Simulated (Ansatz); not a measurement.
Calculated with Ansatz (gas phase, PBE0-D4/def2-TZVP geometries, no zero-point term in ΔE). CBS: MP2 limit from def2 TZ/QZ plus the TZ coupled-cluster correction, frozen cores. Functionals use def2-TZVPP. B3LYP here is the variant with VWN-RPA as its local correlation; programs differ in this. Open shells (•) are unrestricted, without spin–orbit coupling. Elements past krypton have def2 core potentials. For In outer-core shells are correlated without core-valence functions, which leaves a few kJ/mol of doubt a bond. Each species was taken in one conformer, which may not be the lowest.

Consider the homolysis of the In–N bond: `C[N](C)[In]([OH])[F]` → `[OH][In][F]`• + `C[N]C`•.

(1) What is ΔE at CCSD(T)/CBS? (Estimate.)

(2) What do these levels give: B3LYP-D4, ωB97M-V, B2PLYP, CCSD(T)/def2-TZVPP, HF/def2-QZVPP, CCSD/CBS(def2)? (Best estimate.)

Largest T1 diagnostic among the species: 0.021.

Results:

(1) Ansatz gave: +2.72 eV.

(2) Ansatz gave: B3LYP-D4 2.16, ωB97M-V 2.47, B2PLYP 2.31, CCSD(T)/def2-TZVPP 2.57, HF/def2-QZVPP 1.27, CCSD/CBS(def2) 2.60 eV.

From PBE to PBE0 (25 % exact exchange), in def2-TZVPP and without D4, ΔE moves by +0.07 eV. In def2-TZVPP, CCSD(T) changes the Hartree–Fock value by +1.30 eV (the triples alone add +0.11 eV) and MP2 by +1.63 eV; breaking electron pairs costs correlation energy, which Hartree–Fock lacks.
